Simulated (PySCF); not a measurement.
# Relative stability

Two relaxed structures of Al₂H₂ClF, singlet (PBE0-D4/def2-TZVP; forces vanish, vibrations not checked).

A:

F1  (-1.511, -1.727, 1.116)
Al2  (-0.734, -0.981, -0.133)
Al3  (0.815, 1.051, 0.255)
Cl4  (-1.097, -1.801, -2.032)
H5  (1.503, 1.764, -0.984)
H6  (1.086, 1.593, 1.722)
(Å)

B:

```xyz
6
angstrom
F -0.4454 -2.4960 1.2455
Al 0.1216 -1.0408 0.7271
Al 0.6439 1.4013 0.3529
Cl -0.8964 0.6974 2.0032
H -0.1311 2.0936 -0.8358
H 1.9603 1.9286 1.0472
```

Computed with PySCF 2.14 with density fitting (its default auxiliary sets; JK sets also for MP2 and CCSD(T)) (basis: def2-TZVPP); correlated methods freeze the cores. B3LYP uses VWN-RPA correlation.

Question: Which structure is lower at CCSD(T), and by how much? (An estimate is asked for; the value comes from the calculation.)

Answer: By the calculation: A, by 5.31 kcal/mol (electronic energy, against the other). By their contacts, A is Al₂H₂ClF ([F][Al]([AlH2])[Cl]) and B is Al₂H₂ClF ([F][Al]1[AlH2][Cl]1).

All methods give the same order:

| method | E(B) − E(A) (kcal/mol) |
| --- | --- |
| PBE-D4 | 1.62 |
| r2SCAN-D4 | 3.20 |
| PBE0-D4 | 3.48 |
| B3LYP-D4 | 4.71 |
| wB97M-V | 2.05 |
| HF | 11.80 |
| MP2 | 4.98 |
| CCSD | 6.48 |
| CCSD(T) | 5.31 |

No T1 diagnostic of these runs exceeds 0.013.

Labels in which every atom is bracketed show which atoms are joined, not bond orders.

For scale, one of the runs: CCSD(T)/def2-TZVPP, 185 basis functions, launched by `OMP_NUM_THREADS=2 python run.py`. The run took 8.1 min on 2 CPU threads of an Arm Neoverse V1 (shared host), with 1.7 GiB of host memory at its peak.
